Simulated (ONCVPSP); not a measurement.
**u(r) = r·R(r): atom against pseudo-atom (Ti (Z = 22))**

Columns: radius, all-electron u(r) and pseudo u(r) of the 3d shell (level -11.64 eV) of titanium in the configuration [Ne] 3s2 3p6 3d2 4s1; LDA (Perdew-Wang 92), scalar-relativistic, ONCV scheme, ONCVPSP 4.0.1.

```tsv
r (bohr)	all-electron	pseudo
0.075	0.0161	0.0025
0.150	0.0810	0.0188
0.225	0.1811	0.0598
0.300	0.2948	0.1306
0.375	0.4062	0.2298
0.450	0.5063	0.3494
0.525	0.5906	0.4770
0.600	0.6581	0.5990
0.675	0.7091	0.7032
0.750	0.7454	0.7818
0.825	0.7687	0.8313
0.900	0.7812	0.8529
0.975	0.7850	0.8511
1.050	0.7816	0.8330
1.125	0.7728	0.8062
1.200	0.7598	0.7773
1.275	0.7435	0.7503
1.350	0.7249	0.7265
1.425	0.7045	0.7046
1.500	0.6829	0.6829
1.575	0.6605	0.6605
1.650	0.6377	0.6377
1.725	0.6147	0.6147
1.800	0.5918	0.5917
1.875	0.5690	0.5690
1.950	0.5466	0.5465
```

**Question.** How many radial nodes do the two functions have?

**Answer.** The all-electron 3d function has n − l − 1 = 0; the pseudo-wave has 0.

**Question.** At about which radius was the pseudo-wave matched?

**Answer.** 1.50 bohr, where the columns begin to agree (steps of 0.07 bohr).

**Question.** Is the pseudo-wave norm-conserving?

**Answer.** Yes: the ONCV scheme keeps the norm inside the radius equal to the all-electron one, which fixes the energy derivative of the logarithmic derivative at the level.
